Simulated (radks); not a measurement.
Results of a calculation; reference values are marked as such.
Question: These are the eigenvalues of the occupied orbitals of an atom or ion with whole-number occupations (eV). Code: a radial shooting solver on a logarithmic mesh with Libxc functionals. Model: Dirac Kohn-Sham, exchange-only B88, spin-unpolarised, spherical densities, point nucleus.

| orbital | eigenvalue |
|---|---|
| 1s1/2 | -8231.606 |
| 2s1/2 | -1000.021 |
| 2p1/2 | -874.8885 |
| 2p3/2 | -857.3834 |
| 3s1/2 | -129.4266 |
| 3p1/2 | -91.3523 |
| 3p3/2 | -89.1430 |
| 3d3/2 | -27.4258 |
| 3d5/2 | -27.1809 |

Which element is it, and in what charge state? The configuration may be excited. Open shells, if any, are shared by 2j + 1.

Answer: Z = 28, nickel, charge +2: Ni2+ in [Ar] 3d8. The list shows which subshells hold electrons but not how many an open one holds; the 1s level, -302.51 hartree, gives Z - s = 24.6 by -(Z - s)^2/2, which with screening and relativity narrows Z to a few neighbours, and the depths of the outer levels then fix element, charge and occupations together.
